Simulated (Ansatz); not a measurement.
Reaction (formal exchange of groups at the Si–O bond): `CO[SiH2]S[SiH3]` + CH₄ → `C[SiH2]S[SiH3]` + CH₃OH

Program: Ansatz. Geometries: PBE0-D4/def2-TZVP. ΔE: electronic, gas phase. CCSD(T)/CBS adds triple-zeta CCSD(T) − MP2 to the extrapolated MP2 energy (def2 sets, frozen cores). This one scheme is used for every species. Functionals use def2-TZVPP. HSE06 is defined as in plane-wave codes. One conformer a species, not always the lowest.

| species | HSE06-D4 energy (Eh) |
| --- | --- |
| `CO[SiH2]S[SiH3]` | -1094.94544 |
| CH₄ | -40.47297 |
| `C[SiH2]S[SiH3]` | -1019.74645 |
| CH₃OH | -115.63493 |

(1) Work out ΔE.

Largest T1 diagnostic among the species: 0.012.

## Answers

(1) ΔE = (-1019.74645) + (-115.63493) − (-1094.94544) − (-40.47297) = 0.03703 Eh = +23.2 kcal/mol. CCSD(T)/CBS gives +25.0 kcal/mol.

Leaving LDA and LC-ωPBE aside and taking each functional with its dispersion term where it has one, the values, not all of them listed here, spread over 3.8 kcal/mol, from revPBE-D4 to BHLYP-D4. LDA lies +1.5 kcal/mol from PBE without D4. From BLYP to BHLYP (50 % exact exchange), in def2-TZVPP and without D4, ΔE moves by +1.4 kcal/mol.
